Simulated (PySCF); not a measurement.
C4, SMILES [C]1[C+]2[C-]1[C]2 (connectivity only; charge and spin as stated), neutral, multiplicity 1. Geometry optimised at B3LYP-D3(BJ)/def2-TZVP.

TDA-PBE0/def2-SVPD in PySCF puts the lowest singlet excitations at 1.98, 2.07, 3.89, 4.16, 5.28, 5.52 eV.

**Question.** What are the lowest excitation roots from ADC(2)/aug-cc-pVDZ run with PySCF? (The exact figures need the calculation; the answer reports its results.)

**Answer.** 2.20, 2.28, 4.58, 4.60, 5.28, 5.79 eV. S1 differs by 0.22 eV (second minus first; roots are paired by order, and the bases may differ).
